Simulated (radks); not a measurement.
The numbers below are computed, except where a source is named.
Question: Rb, configuration [Kr] 5s1. Level of theory: Dirac Kohn-Sham, LDA (Slater exchange, Perdew-Wang correlation), spin-unpolarised, spherical densities, finite nucleus; Fermi nuclear charge, rms radius 4.2036 fm (a radial shooting solver on a logarithmic mesh with Libxc functionals).

Spin-orbit splittings of the eigenvalues, e(l+1/2) - e(l-1/2), with zeta = 2 splitting/(2l+1) and mean radii in bohr:

shell  occ.  splitting (eV)  zeta (eV)  <r> j=l-1/2  <r> j=l+1/2
2p        6           60.67      40.45       0.1524       0.1565
3p        6           9.136      6.091       0.5123       0.5229
3d       10           1.552     0.6208       0.5235       0.5273
4p        6          0.8977     0.5985        1.701        1.742
4d        0               ?          ?        8.875        9.028
5p        0         0.03417    0.02278        7.284        7.414

Estimate the 4d splitting.

Answer: 0.005269 eV (zeta = 0.002107 eV).
